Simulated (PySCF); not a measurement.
Molfile (atoms numbered from 1):
```
C3H5F3O
     RDKit          3D

 12 11  0  0  0  0  0  0  0  0999 V2000
    1.8111   -1.3798    0.2042 O   0  0  0  0  0  0  0  0  0  0  0  0
    0.9800   -0.3453   -0.2650 C   0  0  0  0  0  0  0  0  0  0  0  0
   -0.3071   -0.2544    0.5424 C   0  0  0  0  0  0  0  0  0  0  0  0
   -1.2481    0.8050    0.0409 C   0  0  0  0  0  0  0  0  0  0  0  0
   -2.3725    0.8447    0.7675 F   0  0  0  0  0  0  0  0  0  0  0  0
   -0.7000    2.0296    0.0965 F   0  0  0  0  0  0  0  0  0  0  0  0
   -1.6074    0.5942   -1.2337 F   0  0  0  0  0  0  0  0  0  0  0  0
    2.1574   -1.1327    1.0653 H   0  0  0  0  0  0  0  0  0  0  0  0
    1.4971    0.6214   -0.2619 H   0  0  0  0  0  0  0  0  0  0  0  0
    0.7486   -0.5893   -1.3031 H   0  0  0  0  0  0  0  0  0  0  0  0
   -0.8333   -1.2103    0.5119 H   0  0  0  0  0  0  0  0  0  0  0  0
   -0.0917   -0.0204    1.5886 H   0  0  0  0  0  0  0  0  0  0  0  0
  1  2  1  0
  2  3  1  0
  3  4  1  0
  4  5  1  0
  4  6  1  0
  4  7  1  0
  1  8  1  0
  2  9  1  0
  2 10  1  0
  3 11  1  0
  3 12  1  0
M  END
```

Computational details: geometry from PBE0-D3(BJ)/def2-TZVP, NMR shieldings at B97-2/pcSseg-2/GIAO, in PySCF (equivalent nuclei averaged, isolated molecule, relativity neglected, one computed conformer).

Predict the 2D correlation tables (HSQC, COSY, HMBC).

## Answers



HSQC (one-bond C–H):
| δH | δC |
| --- | --- |
| 3.87 (H9/H10) | 62.5 (C2) |
| 2.19 (H11/H12) | 42.9 (C3) |

COSY cross peaks (H two or three bonds apart, from the bond graph; peaks can be absent where the dihedral angle is near 90°):
| δH | δH |
| --- | --- |
| 3.87 (H9/H10) | 2.19 (H11/H12) |

HMBC (two and three bonds, from the bond graph):
| δH | δC |
| --- | --- |
| 3.87 (H9/H10) | 136.5 (C4), 42.9 (C3) |
| 2.19 (H11/H12) | 136.5 (C4), 62.5 (C2) |

Scale: ¹H (σ = 31.64 ppm), ¹³C (σ = 185.38 ppm) against TMS (reference shieldings calculated alike).

OH/NH shifts are gas-phase values; hydrogen bonding in solution moves them, usually downfield. Shifts are as computed. Against solution values, carbons near 30 ppm lie about +3 ppm off and those near 130 ppm about +7 ppm. Of 1211 compounds with measured shifts, 218 miss one by over three times the rms of a fit or turn the order of signals round; such compounds aren't used in these exercises.
